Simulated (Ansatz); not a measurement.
C3H9NOSi, SMILES `CC(C)O[Si]N` from Hartree–Fock to CCSD(T)

```xyz
15

C     1.183   -1.360    0.386
C     0.391   -0.099    0.661
C     1.265    1.136    0.713
O    -0.575    0.067   -0.367
Si   -2.207    0.082   -0.067
N    -2.728    0.309   -1.675
H     0.526   -2.231    0.365
H     1.686   -1.285   -0.581
H     1.940   -1.517    1.159
H    -0.126   -0.209    1.627
H     1.769    1.280   -0.246
H     2.024    1.040    1.493
H     0.665    2.024    0.922
H    -2.112    0.392   -2.471
H    -3.702    0.373   -1.918
```

Charge 0, multiplicity 1. Geometry: relaxed with PBE0-D4/def2-TZVP. It is one conformer, not always the lowest. Frozen core, restricted reference, the Gaussian-basis code of Ansatz. CBS rows extrapolate triple and quadruple zeta; past MP2 they add the triple-zeta difference.

```tsv
basis	HF (Eh)	MP2 corr.	CCSD corr.	(T)	CCSD(T) total
def2-SVP	-536.85785	-0.86670	-0.93165	?	?
def2-TZVPP	?	-1.07736	-1.12842	-0.04531	?
def2-QZVPP	?	-1.15279	–	–	–
CBS(def2)	-537.27940	-1.20867	?	as TZ	?
```

**Question.** Fill in the withheld values. (Best estimate.)

**Answer.** The calculation gave: def2-SVP (T): -0.02706; def2-SVP CCSD(T) total: -537.81656; def2-TZVPP HF (Eh): -537.25520; def2-TZVPP CCSD(T) total: -538.42893; def2-QZVPP HF (Eh): -537.27647; CBS(def2) CCSD corr.: -1.25972; CBS(def2) CCSD(T) total: -538.58443.
